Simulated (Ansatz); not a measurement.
Geometry optimisation, RHF/6-31G* in Ansatz 0.2.0.

Input file:

```yaml
crystal:
  periodic: [false, false, false]
  atoms:
    - { symbol: Al, position_ang: [0.0, 0.0, 0.0] }
    - { symbol: "N", position_ang: [0.0, 0.0, 2.27] }
    - { symbol: H, position_ang: [-0.877, -0.2713, 2.8] }
    - { symbol: H, position_ang: [0.877, 0.2713, 2.8] }
    - { symbol: O, position_ang: [1.5415, 0.0, -0.89] }
    - { symbol: H, position_ang: [1.8414, -0.9519, -1.0449] }
    - { symbol: O, position_ang: [-1.5415, 0.0, -0.89] }
    - { symbol: H, position_ang: [-2.0512, -0.8467, -0.6815] }
    - { symbol: F, position_ang: [-0.2489, 1.872, 0.6275] }
    - { symbol: H, position_ang: [-0.1681, 1.2645, 1.7547] }
basis:
  gaussian: { orbitals: "6-31G*" }
hamiltonian:
  xc: hf
relax:
  f_tol: 0.15
  max_steps: 25
  restrain:
    - { distance: [0, 8], at: 2.89, k: 30.0 }
    - { distance: [9, 1], at: 2.26, k: 30.0 }
    - { distance: [0, 1], at: 1.92, k: 30.0 }
    - { distance: [9, 8], at: 0.92, k: 30.0 }
```

Launched with:

```bash
$ ansatz run input.yaml --threads 1 --pin off --max-ram 2048MiB --backend cpu --events-out ev --progress --plain --runs-dir out
```

Question: Where does it end, and by what steps?

Answer: It converged. The restraints hold the end off the free minimum. After 9 steps the energy has fallen by 1.645 eV (the restraints' own energy left out); H10 moved furthest, 0.83 Å. Parted: Al1–F9 (1.99 → 2.89 Å). Joined: F9–H10 (1.28 → 0.92 Å).

```csv
step,energy less start (eV),largest force component (eV/Å),accepted
0,0.0000,4.269,yes
1,0.2693,3.180,yes
2,0.0298,2.762,yes
3,-0.4703,2.427,yes
4,-1.0809,1.106,yes
5,-1.3791,1.445,yes
6,-1.5346,1.604,yes
7,-1.6101,1.561,yes
8,-1.6358,1.545,yes
9,-1.6451,1.557,yes
```

```xyz
10
Properties=species:S:1:pos:R:3
Al 0.071 -0.355 0.236
N -0.039 -0.111 2.087
H -0.835 -0.457 2.584
H 0.781 -0.243 2.645
O 1.621 -0.412 -0.429
H 1.797 -0.449 -1.356
O -1.292 -0.660 -0.712
H -2.198 -0.502 -0.500
F -0.292 2.472 0.685
H -0.242 2.054 1.505
```

Run time: 25 s on 1 thread of Arm Neoverse V1, with other jobs on the host, peak memory 0.16 GiB.
